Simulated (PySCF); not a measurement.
# Dipole response of F⁻ (fluorine, charge -1)

[Ne], closed-shell 1S. Calculation: PySCF 2.14, in aug-cc-pCVTZ-DK with one added diffuse shell each of s, p, d, f type (8s7p5d3f, 75 functions); scalar relativity by spin-free X2C-1e. Coupled (time-dependent) response in atomic units; α is the mean over directions.

```tsv
method	mean α (bohr³)	C₆ (like pair)	S(−4)
UHF	10.32	39.87	78.57
PBE0	17.20	71.22	392.7
B3LYP	18.29	76.32	466.3
```

S(−4) is the Cauchy moment in α(ω) = α(0) + S(−4) ω² + …

α(iu) at B3LYP:

```json
{"u (hartree)": "0", "α(iu) (bohr³)": "18.29"}
{"u (hartree)": "0.0500", "α(iu) (bohr³)": "17.25"}
{"u (hartree)": "0.100", "α(iu) (bohr³)": "15.11"}
{"u (hartree)": "0.200", "α(iu) (bohr³)": "11.39"}
{"u (hartree)": "0.300", "α(iu) (bohr³)": "8.914"}
{"u (hartree)": "0.500", "α(iu) (bohr³)": "5.849"}
{"u (hartree)": "0.750", "α(iu) (bohr³)": "3.825"}
{"u (hartree)": "1.00", "α(iu) (bohr³)": "2.727"}
{"u (hartree)": "1.50", "α(iu) (bohr³)": "1.621"}
{"u (hartree)": "2.00", "α(iu) (bohr³)": "1.086"}
{"u (hartree)": "3.00", "α(iu) (bohr³)": "0.5920"}
{"u (hartree)": "5.00", "α(iu) (bohr³)": "0.2575"}
```

A single London oscillator, α(iu) = α/(1 + u²/ω²), gives C₆ = (3/4) ω α². Matching the computed C₆ needs ω = 4 × 76.32 / (3 × 18.29²) = 0.304 hartree.

For an ion, C₆ is the dispersion term alone; charge-induced terms of lower order in 1/R come first.
